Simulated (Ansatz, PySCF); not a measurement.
This Ansatz (a quantum-chemistry and plane-wave program) input computes a CAM-B3LYP/def2-TZVPD energy:

Ansatz 0.2 input:
```yaml
crystal:
  periodic: [false, false, false]
  atoms:
    - {symbol: C, position_ang: [1.78070953, -0.13904201, -0.61349111]}
    - {symbol: C, position_ang: [0.63384092, -0.24867719, 0.14438240]}
    - {symbol: C, position_ang: [-0.59900374, 0.26726606, -0.19519224]}
    - {symbol: O, position_ang: [-1.72235172, 0.15276462, 0.56009558]}
    - {symbol: H, position_ang: [1.78025749, 0.38187422, -1.56195641]}
    - {symbol: H, position_ang: [2.71221024, -0.57088092, -0.28041505]}
    - {symbol: H, position_ang: [0.69737246, -0.78509149, 1.09037033]}
    - {symbol: H, position_ang: [-0.77893415, 0.81684205, -1.10849604]}
    - {symbol: H, position_ang: [-1.52537259, -0.34214197, 1.36553823]}
basis:
  gaussian:
    orbitals: def2-TZVPD
hamiltonian:
  xc: {name: CAM-B3LYP}
magnetization: {spin_polarized: true, initial_magnetization: 1}
output: {forces: true}
```

**Question.** Write an input for the same energy in PySCF and say what it gives.

**Answer.** 
```python
from pyscf import gto, scf, dft

mol = gto.M(
    atom='''
    C     1.78070953   -0.13904201   -0.61349111
    C     0.63384092   -0.24867719    0.14438240
    C    -0.59900374    0.26726606   -0.19519224
    O    -1.72235172    0.15276462    0.56009558
    H     1.78025749    0.38187422   -1.56195641
    H     2.71221024   -0.57088092   -0.28041505
    H     0.69737246   -0.78509149    1.09037033
    H    -0.77893415    0.81684205   -1.10849604
    H    -1.52537259   -0.34214197    1.36553823
    ''',
    basis='def2-tzvpd',
    charge=0,
    spin=1,
    verbose=4,
)

mf = dft.UKS(mol, xc='camb3lyp').density_fit(auxbasis='def2-universal-jkfit')
mf.grids.level = 3
mf.conv_tol = 1e-9
mf.max_cycle = 100
mf.max_memory = 1500
mf.kernel()
if not mf.converged:
    mf = mf.newton()
    mf.kernel(mf.make_rdm1())
for _ in range(2):
    mo, _, stable, _ = mf.stability(return_status=True)
    if stable:
        break
    mf.kernel(mf.make_rdm1(mo, mf.mo_occ))
mf.analyze()
```
It gives -192.47013 Eh, and Ansatz -192.47005 Eh, a difference of 0.08 mEh, from the treatment of integrals and grids.

It need not be the lowest isomer of its formula.
